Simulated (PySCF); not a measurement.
Method: PBE-D3(BJ)/def2-TZVP // B3LYP-D3(BJ)/def2-TZVP (PySCF). All species are isolated molecules in the gas phase. One relaxed conformer stands for a flexible species; it need not be the lowest. 

Reference species (SMILES): `F[CH]F` (neutral, multiplicity 2).

The highest occupied spin orbital is -5.17 eV.

Changed species: `F[C]([AlH2])F` (F–C–Al–H torsion 0°) (radical fragment; the reference has radical fragment).

### Question
Predict the effect on the highest occupied spin orbital.

### Answer
the highest occupied spin orbital rises by 0.13 eV, to -5.04 eV.
